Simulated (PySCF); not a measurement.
Si(CF3)(H)2(Me) (C₂H₅F₃Si), SMILES C[SiH2]C(F)(F)F.

Geometry optimised at B3LYP-D3(BJ)/def2-SVP.

Vertical ionisation energy (IE) and electron affinity (EA) in eV. Rows of orbital energies are one-electron estimates. Where ΔSCF, EOM or ADC give a negative EA the extra electron is unbound and the value depends on the basis.

```tsv
level	IE	EA
−ε(HOMO), −ε(LUMO), HF/def2-TZVP (PySCF)	13.02	-3.02
−ε(HOMO), −ε(LUMO), PBE/def2-TZVP (PySCF)	___	___
```

Q: Fill in the missing entries. (The exact figures need the calculation; the answer reports its results.)

A: 
- −ε(HOMO), −ε(LUMO), PBE/def2-TZVP (PySCF), IE: 7.74
- −ε(HOMO), −ε(LUMO), PBE/def2-TZVP (PySCF), EA: 0.46
